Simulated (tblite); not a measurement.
A geometry optimisation, step by step.

Compound: C₉H₁₂FN.
Numbering: `[N:1]#[C:2][C@H:3]1[C@@H:4]2[CH2:5][CH2:6][C@H:7]1[CH2:8][C@@H:9]([F:10])[CH2:11]2` (hydrogens: H12 on C3; H13 on C4; H14, H15 on C5; H16, H17 on C6; H18 on C7; H19, H20 on C8; H21 on C9; H22, H23 on C11)

Computed with GFN2-xTB (tblite), gas phase: L-BFGS steps from a force-field or distance-geometry start until the largest atomic force falls under 0.01 eV/Å. 9 of its 57 geometries are shown.

Step 0: E = -898.6710 eV, largest atomic force 2.112 eV/Å
```
atom  x, y, z in Å  |  force x, y, z in eV/Å
N1      1.806   -0.073    3.037   -0.397   0.239  -1.447
C2      1.571    0.109    1.919    0.758  -0.305   1.948
C3      1.303    0.319    0.541    0.784   0.439   0.224
C4      0.886   -0.898   -0.217    0.016  -1.030  -0.748
C5      0.545   -0.277   -1.560    1.001   0.388  -0.892
C6      0.086    1.154   -1.252    0.524   0.251   0.345
C7      0.145    1.244    0.279    0.140   0.867  -0.738
C8     -1.169    0.769    0.784   -1.742   0.591   0.250
C9     -1.565   -0.611    0.275   -0.722  -0.097   1.193
F10    -2.199   -0.556   -0.962    0.237   0.000   0.290
C11    -0.376   -1.553    0.266   -0.787  -1.586  -0.010
H12     2.160    0.761   -0.025   -0.052  -0.295   0.874
H13     1.678   -1.658   -0.296   -0.086   0.161   0.053
H14     1.510   -0.198   -2.105   -0.760  -0.312  -0.328
H15    -0.218   -0.840   -2.093    0.410   0.032  -0.245
H16     0.844    1.856   -1.613   -0.534   0.120  -0.492
H17    -0.924    1.358   -1.583    0.166   0.256  -0.453
H18     0.380    2.261    0.608   -0.238   0.025   0.135
H19    -1.266    0.755    1.877    0.271   0.081  -0.142
H20    -1.946    1.478    0.390    0.433  -0.399   0.510
H21    -2.364   -0.967    0.981    0.437  -0.108  -0.613
H22    -0.631   -2.344   -0.484    0.203   0.248   0.613
H23    -0.259   -2.064    1.242   -0.060   0.435  -0.329
```

Step 7: E = -899.1481 eV, largest atomic force 0.482 eV/Å
```
atom  x, y, z in Å  |  force x, y, z in eV/Å
N1      1.804   -0.077    3.069    0.094  -0.008   0.082
C2      1.599    0.093    1.957   -0.464  -0.129   0.001
C3      1.292    0.306    0.573    0.000   0.045   0.036
C4      0.873   -0.922   -0.255    0.048   0.103  -0.042
C5      0.593   -0.254   -1.611    0.004  -0.002  -0.086
C6      0.121    1.181   -1.278    0.015   0.005  -0.108
C7      0.135    1.271    0.257    0.017  -0.056  -0.134
C8     -1.212    0.789    0.807    0.046  -0.086   0.008
C9     -1.587   -0.622    0.340   -0.004  -0.020  -0.073
F10    -2.175   -0.550   -0.913   -0.120   0.064  -0.095
C11    -0.405   -1.592    0.265    0.083   0.069   0.036
H12     2.201    0.722    0.113    0.008  -0.028   0.059
H13     1.675   -1.665   -0.301   -0.074   0.030  -0.053
H14     1.490   -0.236   -2.231    0.086   0.065   0.075
H15    -0.153   -0.819   -2.163   -0.109   0.061  -0.046
H16     0.790    1.918   -1.721    0.116   0.011   0.057
H17    -0.872    1.390   -1.667   -0.063  -0.091  -0.047
H18     0.331    2.284    0.627   -0.030  -0.125  -0.091
H19    -1.220    0.792    1.899    0.117   0.057  -0.001
H20    -1.983    1.483    0.451    0.036  -0.141   0.151
H21    -2.387   -1.035    0.973    0.125   0.029   0.059
H22    -0.659   -2.398   -0.435   -0.061   0.088   0.198
H23    -0.255   -2.032    1.252    0.131   0.059   0.014
```

Step 14: E = -899.2191 eV, largest atomic force 0.391 eV/Å
```
atom  x, y, z in Å  |  force x, y, z in eV/Å
N1      1.784   -0.091    3.069   -0.108  -0.087   0.296
C2      1.490    0.059    1.976   -0.036   0.005  -0.389
C3      1.261    0.293    0.576    0.094   0.098   0.075
C4      0.864   -0.915   -0.286    0.133   0.044   0.050
C5      0.600   -0.244   -1.641    0.052  -0.038  -0.020
C6      0.126    1.184   -1.310    0.018   0.008   0.022
C7      0.124    1.264    0.222    0.081   0.064  -0.009
C8     -1.200    0.781    0.810   -0.081   0.058   0.048
C9     -1.581   -0.619    0.347   -0.043  -0.058   0.036
F10    -2.194   -0.537   -0.895   -0.031  -0.011  -0.070
C11    -0.398   -1.575    0.269    0.102  -0.120  -0.016
H12     2.211    0.704    0.198   -0.093  -0.031  -0.014
H13     1.665   -1.659   -0.333   -0.044   0.014  -0.046
H14     1.514   -0.224   -2.237   -0.039   0.006   0.014
H15    -0.157   -0.789   -2.198    0.002  -0.054  -0.089
H16     0.809    1.926   -1.724   -0.009  -0.005  -0.011
H17    -0.865    1.373   -1.712   -0.037   0.060  -0.041
H18     0.316    2.275    0.589    0.036   0.025  -0.039
H19    -1.143    0.793    1.900    0.033  -0.045   0.044
H20    -2.001    1.458    0.508    0.007   0.043   0.032
H21    -2.357   -1.044    0.995   -0.030   0.021   0.094
H22    -0.679   -2.409   -0.377   -0.004  -0.042   0.021
H23    -0.196   -1.973    1.266   -0.002   0.046   0.013
```

Step 21: E = -899.2480 eV, largest atomic force 0.160 eV/Å
```
atom  x, y, z in Å  |  force x, y, z in eV/Å
N1      1.632   -0.150    3.083   -0.079  -0.048  -0.055
C2      1.443    0.031    1.968   -0.054   0.091  -0.120
C3      1.263    0.302    0.566    0.032  -0.049  -0.034
C4      0.868   -0.907   -0.303   -0.002  -0.025  -0.004
C5      0.599   -0.243   -1.660    0.040   0.016   0.002
C6      0.121    1.184   -1.328    0.019   0.010   0.024
C7      0.123    1.274    0.205    0.083  -0.031  -0.010
C8     -1.189    0.782    0.823    0.034   0.056  -0.011
C9     -1.578   -0.622    0.358    0.047   0.045   0.072
F10    -2.208   -0.553   -0.877    0.035   0.000   0.083
C11    -0.383   -1.572    0.278    0.009  -0.009   0.021
H12     2.213    0.715    0.198   -0.020  -0.025   0.038
H13     1.668   -1.651   -0.371   -0.024   0.029   0.052
H14     1.523   -0.209   -2.238   -0.015   0.003  -0.031
H15    -0.134   -0.800   -2.242   -0.011   0.025   0.061
H16     0.819    1.920   -1.731   -0.037   0.005  -0.042
H17    -0.864    1.394   -1.741   -0.010  -0.020   0.025
H18     0.332    2.294    0.544   -0.071  -0.071   0.048
H19    -1.089    0.763    1.912    0.006   0.014  -0.034
H20    -1.999    1.469    0.569    0.012  -0.019  -0.004
H21    -2.338   -1.029    1.040    0.008  -0.034  -0.082
H22    -0.665   -2.436   -0.329    0.015   0.045   0.000
H23    -0.159   -1.926    1.286   -0.017  -0.009   0.002
```

Step 28: E = -899.2594 eV, largest atomic force 0.079 eV/Å
```
atom  x, y, z in Å  |  force x, y, z in eV/Å
N1      1.532   -0.189    3.066   -0.024  -0.004   0.012
C2      1.407    0.031    1.950    0.011  -0.023   0.075
C3      1.270    0.308    0.550    0.016  -0.043   0.012
C4      0.876   -0.904   -0.308   -0.029  -0.017  -0.015
C5      0.603   -0.242   -1.666   -0.020   0.013   0.003
C6      0.121    1.186   -1.337   -0.022   0.006   0.018
C7      0.130    1.276    0.195    0.028   0.001   0.022
C8     -1.175    0.784    0.828    0.023   0.020  -0.008
C9     -1.566   -0.620    0.373    0.005   0.029  -0.001
F10    -2.200   -0.553   -0.859    0.021   0.001   0.000
C11    -0.370   -1.567    0.288   -0.030   0.009  -0.012
H12     2.225    0.713    0.197    0.011   0.020   0.010
H13     1.672   -1.651   -0.368    0.016   0.027   0.003
H14     1.523   -0.204   -2.251   -0.022  -0.026  -0.007
H15    -0.136   -0.798   -2.238   -0.010  -0.001   0.014
H16     0.809    1.924   -1.753   -0.029  -0.003  -0.002
H17    -0.869    1.389   -1.737   -0.021  -0.029  -0.014
H18     0.327    2.290    0.549    0.013   0.027  -0.020
H19    -1.061    0.766    1.915    0.000   0.024  -0.014
H20    -1.988    1.471    0.584   -0.005  -0.015  -0.019
H21    -2.328   -1.035    1.048    0.026  -0.001  -0.002
H22    -0.659   -2.431   -0.314    0.016  -0.007  -0.018
H23    -0.145   -1.917    1.298    0.023  -0.007  -0.034
```

Step 35: E = -899.2635 eV, largest atomic force 0.059 eV/Å
```
atom  x, y, z in Å  |  force x, y, z in eV/Å
N1      1.487   -0.206    3.076    0.001   0.005  -0.049
C2      1.393    0.020    1.958   -0.019   0.003   0.056
C3      1.275    0.307    0.556   -0.019  -0.007  -0.018
C4      0.881   -0.901   -0.310   -0.004  -0.025  -0.013
C5      0.597   -0.242   -1.666    0.000   0.001  -0.005
C6      0.115    1.185   -1.336   -0.004   0.002  -0.003
C7      0.139    1.280    0.195   -0.027   0.004   0.002
C8     -1.165    0.791    0.828   -0.010  -0.009   0.002
C9     -1.553   -0.616    0.376   -0.009   0.003  -0.001
F10    -2.190   -0.546   -0.856   -0.003  -0.008   0.011
C11    -0.363   -1.567    0.283   -0.016   0.008   0.014
H12     2.233    0.711    0.210    0.028   0.011   0.020
H13     1.680   -1.642   -0.368    0.041  -0.018  -0.025
H14     1.509   -0.214   -2.261    0.008   0.013  -0.021
H15    -0.151   -0.798   -2.227    0.011  -0.018   0.013
H16     0.788    1.928   -1.765    0.005  -0.005  -0.013
H17    -0.882    1.370   -1.730    0.000   0.014   0.028
H18     0.337    2.296    0.544    0.024   0.017  -0.014
H19    -1.054    0.786    1.914   -0.023  -0.006   0.005
H20    -1.982    1.468    0.573    0.005   0.020  -0.005
H21    -2.313   -1.033    1.050    0.000   0.011   0.019
H22    -0.655   -2.427   -0.323    0.016   0.008  -0.017
H23    -0.132   -1.923    1.288   -0.005  -0.023   0.014
```

Step 42: E = -899.2650 eV, largest atomic force 0.020 eV/Å
```
atom  x, y, z in Å  |  force x, y, z in eV/Å
N1      1.469   -0.213    3.078   -0.003   0.001   0.009
C2      1.380    0.018    1.960    0.008  -0.006   0.000
C3      1.276    0.306    0.558   -0.009   0.008  -0.005
C4      0.886   -0.901   -0.311   -0.007   0.002  -0.003
C5      0.596   -0.243   -1.667   -0.003  -0.001   0.000
C6      0.113    1.183   -1.337   -0.001  -0.002  -0.002
C7      0.143    1.281    0.194   -0.018   0.002  -0.002
C8     -1.163    0.795    0.828   -0.003  -0.009  -0.003
C9     -1.549   -0.614    0.379    0.005  -0.003   0.000
F10    -2.190   -0.547   -0.851   -0.008  -0.010   0.015
C11    -0.358   -1.567    0.282   -0.004   0.005  -0.003
H12     2.238    0.712    0.224    0.011   0.001   0.003
H13     1.689   -1.640   -0.376   -0.002  -0.002   0.003
H14     1.504   -0.212   -2.270    0.001   0.007   0.003
H15    -0.154   -0.804   -2.221    0.005  -0.004  -0.003
H16     0.781    1.927   -1.773    0.002  -0.005  -0.001
H17    -0.889    1.368   -1.720    0.008   0.002   0.001
H18     0.347    2.299    0.536    0.001  -0.001   0.007
H19    -1.059    0.792    1.915    0.001   0.006  -0.005
H20    -1.979    1.473    0.568    0.008   0.002  -0.006
H21    -2.307   -1.029    1.058    0.011   0.003   0.003
H22    -0.650   -2.423   -0.331   -0.004   0.006  -0.006
H23    -0.129   -1.932    1.286    0.000  -0.002  -0.006
```

Step 49: E = -899.2653 eV, largest atomic force 0.028 eV/Å
```
atom  x, y, z in Å  |  force x, y, z in eV/Å
N1      1.461   -0.215    3.079    0.006  -0.004   0.023
C2      1.378    0.016    1.961   -0.013   0.004  -0.024
C3      1.276    0.307    0.558    0.001   0.003  -0.001
C4      0.886   -0.900   -0.312    0.003  -0.002   0.001
C5      0.596   -0.243   -1.668    0.006   0.002   0.003
C6      0.112    1.183   -1.337    0.004   0.000  -0.001
C7      0.144    1.282    0.194   -0.001   0.001  -0.004
C8     -1.163    0.796    0.826   -0.003   0.000  -0.001
C9     -1.548   -0.614    0.382   -0.003  -0.002   0.007
F10    -2.196   -0.553   -0.844    0.001   0.005   0.006
C11    -0.357   -1.567    0.280   -0.001  -0.002  -0.003
H12     2.240    0.712    0.229   -0.001  -0.001  -0.008
H13     1.689   -1.639   -0.376    0.002  -0.002  -0.003
H14     1.504   -0.209   -2.271    0.001  -0.006   0.002
H15    -0.152   -0.807   -2.222    0.004   0.011   0.002
H16     0.781    1.925   -1.775   -0.001   0.005   0.004
H17    -0.889    1.369   -1.720    0.003  -0.003   0.001
H18     0.348    2.299    0.537    0.002   0.000  -0.005
H19    -1.059    0.796    1.914   -0.004   0.004  -0.003
H20    -1.976    1.475    0.563   -0.004  -0.004  -0.001
H21    -2.300   -1.029    1.066   -0.002  -0.002   0.010
H22    -0.651   -2.419   -0.337    0.000  -0.002   0.001
H23    -0.127   -1.936    1.282    0.000  -0.005  -0.007
```

Step 56: E = -899.2655 eV, largest atomic force 0.007 eV/Å
```
atom  x, y, z in Å  |  force x, y, z in eV/Å
N1      1.459   -0.215    3.079   -0.001   0.001  -0.002
C2      1.375    0.015    1.962    0.002   0.000  -0.006
C3      1.275    0.306    0.559    0.001  -0.001   0.001
C4      0.887   -0.901   -0.312    0.001   0.002   0.000
C5      0.598   -0.242   -1.668    0.000  -0.001  -0.002
C6      0.114    1.183   -1.338    0.001  -0.001  -0.002
C7      0.144    1.282    0.193    0.005   0.000  -0.001
C8     -1.163    0.797    0.825    0.002   0.003   0.003
C9     -1.548   -0.615    0.387    0.000   0.000  -0.001
F10    -2.204   -0.556   -0.835   -0.001   0.000  -0.006
C11    -0.358   -1.568    0.278    0.003  -0.003   0.002
H12     2.240    0.711    0.229   -0.005  -0.001   0.004
H13     1.689   -1.639   -0.376   -0.002   0.002   0.000
H14     1.507   -0.209   -2.270    0.001   0.001   0.002
H15    -0.150   -0.804   -2.223   -0.002  -0.001  -0.003
H16     0.781    1.927   -1.775    0.002   0.001   0.002
H17    -0.888    1.368   -1.721   -0.002  -0.001  -0.002
H18     0.348    2.299    0.536   -0.001   0.000   0.000
H19    -1.061    0.803    1.912   -0.002   0.004   0.006
H20    -1.978    1.473    0.557   -0.002  -0.002   0.001
H21    -2.295   -1.029    1.077    0.001   0.000   0.001
H22    -0.653   -2.417   -0.342   -0.002   0.001   0.000
H23    -0.126   -1.943    1.277    0.001  -0.004   0.003
```

Problem. Summarise the path.

Solution. The energy falls by 13.71 kcal/mol from step 0 to step 56; nine tenths of that is first reached at step 13. It falls at every step. The largest force goes from 2.112 to 0.007 eV/Å. Among the bonds C3–C4 changes most (a near tie, within 0.001 Å, with another), from 1.494 to 1.538 Å; the atoms move by 0.163 Å rms after alignment.

Problem. Follow the three bonds and two angles with the largest change from start to end.

Solution. 
```tsv
step	E above end (kcal/mol)	largest force (eV/Å)	C3–C4 (Å)	C7–C8 (Å)	C3–C7 (Å)	H16–C6–H17 (°)	C5–C4–C11 (°)
0	13.71	2.112	1.494	1.487	1.505	115.2	105.9
2	10.01	2.874	1.549	1.544	1.534	112.7	108.0
5	4.00	1.285	1.532	1.520	1.534	109.0	108.8
7	2.71	0.482	1.539	1.533	1.540	106.5	109.7
10	1.72	0.491	1.538	1.538	1.538	107.1	110.5
12	1.38	0.360	1.537	1.530	1.537	107.9	111.0
15	0.97	0.207	1.537	1.528	1.537	108.2	111.7
17	0.83	0.261	1.537	1.531	1.537	108.1	111.7
19	0.62	0.249	1.539	1.533	1.538	108.1	111.8
22	0.34	0.207	1.540	1.530	1.541	107.9	112.5
24	0.26	0.078	1.538	1.530	1.538	107.8	112.8
27	0.16	0.145	1.537	1.532	1.536	107.8	112.8
29	0.13	0.058	1.538	1.532	1.538	108.0	112.7
32	0.08	0.062	1.539	1.531	1.539	108.0	112.5
34	0.05	0.048	1.538	1.531	1.538	107.9	112.4
37	0.03	0.039	1.538	1.530	1.538	107.8	112.2
39	0.02	0.080	1.539	1.530	1.538	107.8	112.1
41	0.01	0.022	1.538	1.531	1.538	107.9	112.1
44	0.01	0.033	1.538	1.531	1.538	107.9	112.0
46	0.01	0.018	1.538	1.531	1.538	107.9	112.0
49	0.01	0.028	1.538	1.530	1.538	107.9	112.0
51	0.00	0.018	1.538	1.531	1.538	107.9	112.0
54	0.00	0.024	1.538	1.531	1.538	107.9	112.0
56	0.00	0.007	1.538	1.530	1.538	107.9	112.0
```

The cost below is that of the whole relaxation. Hardware: one thread, Arm Neoverse V1 (aarch64), shared host. Cost: 0.49 s of wall time.
